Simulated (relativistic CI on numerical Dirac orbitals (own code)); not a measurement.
Fe+ in a cubic cluster: 1s photoemission with charge transfer

Computed with a charge-transfer multiplet model of a cubic metal-ligand cluster with up to 2 ligand holes, Slater and spin-orbit integrals from Dirac-Coulomb-Breit ions, Slater integrals scaled by 0.9. The ground state mixes d7 with configurations of k ligand holes L, whose averages lie at kΔ + k(k − 1)U_dd/2; a core hole lowers each added d electron by U_cd. 300 K, Lorentzian 1.1 eV and Gaussian 0.6 eV FWHM.

Atomic integrals in eV (Slater integrals scaled, ζ unscaled), ground: F2dd 8.720, F4dd 5.369, zeta_d 0.042; with the core hole: F2dd 10.456, F4dd 6.491, zeta_d 0.065, G2cd 0.054.

Cluster parameters (eV): U_dd = 5.4, U_cd = 7, 10Dq = 0.65, 10Dq(ligand) = 0.8, V(eg) = 1.45, V(t2g) = -0.72, final-state hopping factor = 1.

```
      Case   n_d    d7   d8L  d9L2     S
Δ = 3.4 eV  7.15  0.85  0.14  0.00  1.50
Δ = 4.4 eV  7.11  0.89  0.11  0.00  1.50
Δ = 5.4 eV  7.09  0.92  0.08  0.00  1.50
Δ = 6.4 eV  7.07  0.93  0.07  0.00  1.50
Δ = 9.4 eV  7.04  0.96  0.04  0.00  1.50
```

Weights, n_d and S are thermal averages at 300 K. Binding energies count from the first peak over 30 % of the highest in each spectrum, which can be another peak from case to case. The parameters are a model scan and need not match a compound or its usual spin state. Peaks in eV (height, largest 100):
- Δ = 3.4 eV: 0.0 (100), 4.6 (86)
- Δ = 4.4 eV: 0.0 (100), 4.3 (68)
- Δ = 5.4 eV: 0.0 (100), 4.0 (44)
- Δ = 6.4 eV: 0.0 (100), 3.8 (27)
- Δ = 9.4 eV: 0.0 (100), 5.0 (7)

For the case Δ = 6.4 eV, Δ = 6.4 eV is larger than U_dd = 5.4 eV, the Mott-Hubbard side of the Zaanen-Sawatzky-Allen scheme. With the core hole the configuration with one ligand hole lies at Δ − U_cd = -3.6, -2.6, -1.6, -0.6, 2.4 eV from the one without, in the order of the table; where this is negative the screened configuration lies lower, though the effective hopping of about 2.1 eV (from the holes of the mixed ground state) mixes the two strongly wherever it is as large as the gap.
